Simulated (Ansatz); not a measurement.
Input for Ansatz (an electronic-structure program): U-wB97X-V/def2-TZVPP on CdH4Si (SMILES [SiH3][CdH]), a point of a bond scan (R = 3.420 Å). Elements past Kr take the def2 small-core potentials; no spin–orbit coupling.

Ansatz 0.2 input:
```yaml
crystal:
  periodic: [false, false, false]
  atoms:
    - {symbol: Cd, position_ang: [-0.56643322, -0.31054170, -0.07977578]}
    - {symbol: H, position_ang: [-2.04529859, -1.12131577, -0.28805742]}
    - {symbol: Si, position_ang: [1.63488208, 0.89630877, 0.23025485]}
    - {symbol: H, position_ang: [3.04766722, 0.20053802, 3.26564866]}
    - {symbol: H, position_ang: [1.47089364, 2.37203423, 0.15366084]}
    - {symbol: H, position_ang: [2.62571392, 0.51316070, -0.80992508]}
basis:
  gaussian:
    orbitals: def2-TZVPP
hamiltonian:
  xc: {name: wB97X-V}
magnetization: {spin_polarized: true, initial_magnetization: 0}
```

Output:

```
WARN ansatz: RAYON_NUM_THREADS=1 ignored (pool sized by the plan → 1); use --threads N
Functional definition: wB97X-V
integrals: 0.08 GiB planned
914 factors; their error is unknown
integrals: 0.11 GiB planned
196 factors; integrals over basis functions are off by at most 3.9e-5 eV
mean field: 0.95 GiB planned
mean field evaluation 1: about -12499.0182 eV, gradient 1.3e1 eV
mean field evaluation 2: about -12499.2305 eV, gradient 1.4e1 eV
mean field evaluation 4: about -12500.5829 eV, gradient 1.1e0 eV
mean field evaluation 8: about -12500.6488 eV, gradient 2.1e-1 eV
mean field evaluation 16: about -12500.6492 eV, gradient 3.3e-4 eV
mean field evaluation 32: about -12501.3906 eV, gradient 9.2e0 eV
mean field -12501.73358562 eV, -459.4302352923 hartree, gradient 2.1e-5 eV, S^2 0.927158; 3 other end points of the search recorded, 0 dependent functions left out
reference -12501.73358440 eV, -459.4302352471 hartree; 19, 19 occupied and 135, 135 virtual orbitals, 914 factors
Total energy: -12501.73358440 eV, -459.4302352471 hartree
```

Self-consistency was reached. Its determinant has ⟨S²⟩ = 0.93, a mixture of spin states.

Cost: about 70 core-seconds (a rough figure).
